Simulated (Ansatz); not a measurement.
Reaction (ligand exchange at the Si–O bond): `CO[SiH2]O[SiH3]` + H₂S → `[SiH3]O[SiH2]S` + CH₃OH

Computed with Ansatz on PBE0-D4/def2-TZVP structures; ΔE is electronic, products minus reactants. CCSD(T)/CBS is the MP2 limit (def2-TZVPP, def2-QZVPP) plus CCSD(T) − MP2 in def2-TZVPP, frozen cores. This one scheme is used for every species. DFT in def2-TZVPP. B3LYP here is the variant with VWN-RPA as its local correlation; programs differ in this. Each species was taken in one conformer, which may not be the lowest.

(1) Is it downhill or uphill in electronic energy at CCSD(T)/CBS, and by how much? (Estimate.)

(2) What do these levels give: B3LYP-D4, PBE-QIDH, MP2/def2-SVP, MP2/def2-TZVPP, CCSD(T)/def2-TZVPP, CCSD/CBS(def2)? (Estimate.)

Largest T1 diagnostic among the species: 0.011.

## Answers

(1) Computed: Uphill: ΔE = +0.47 eV.

(2) Ansatz gave: B3LYP-D4 0.49, PBE-QIDH 0.42, MP2/def2-SVP 0.49, MP2/def2-TZVPP 0.48, CCSD(T)/def2-TZVPP 0.50, CCSD/CBS(def2) 0.49 eV.

From BLYP to BHLYP (50 % exact exchange), in def2-TZVPP and without D4, ΔE moves by +0.08 eV. Leaving LDA and LC-ωPBE aside and taking each functional with its dispersion term where it has one, the values, not all of them listed here, spread over 0.22 eV, from revPBE-D4 to CAM-B3LYP-D4. LDA lies +0.07 eV from PBE without D4.
